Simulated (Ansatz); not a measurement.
Two isomers of C2H4OSi: A = `C1=C[SiH2]O1`, B = `C=C1O[SiH2]1`.

Gas-phase electronic energies from Ansatz, PBE0-D4/def2-TZVP geometries. CCSD(T)/CBS is the MP2 limit (def2-TZVPP, def2-QZVPP) plus CCSD(T) − MP2 in def2-TZVPP, frozen cores. DFT in def2-TZVPP. B3LYP here is the variant with VWN-RPA as its local correlation; programs differ in this.

(1) Which is lower in electronic energy at CCSD(T)/CBS, and by how much? (Estimate.)

(2) Give E(B) − E(A) in kcal/mol with HF/def2-TZVPP, ωB97M-V, LDA (SPW92), B2PLYP, B3LYP, PBE-D4, CCSD/def2-TZVPP. (Estimate.)

(3) Does the order hold for the free energy at 298.15 K (harmonic terms from PBE0-D4)? (An estimate is asked.)

Largest T1 diagnostic: 0.016.

Answers

(1) Ansatz gave: A, by 20.3 kcal/mol.

(2) The calculation gave: HF/def2-TZVPP 23.7, ωB97M-V 20.2, LDA (SPW92) 18.6, B2PLYP 18.9, B3LYP 17.4, PBE-D4 16.7, CCSD/def2-TZVPP 21.0. None reverses the order clearly.

(3) Computed: Yes: G(B) − G(A) = +19.4 kcal/mol.

Leaving LDA and LC-ωPBE aside and taking each functional with its dispersion term where it has one, the values, not all of them listed here, spread over 6.9 kcal/mol, from BLYP-D4 to PBE-QIDH. LDA lies +2.0 kcal/mol from PBE without D4. From PBE to PBE0 (25 % exact exchange), in def2-TZVPP and without D4, E(B) − E(A) moves by +3.1 kcal/mol.
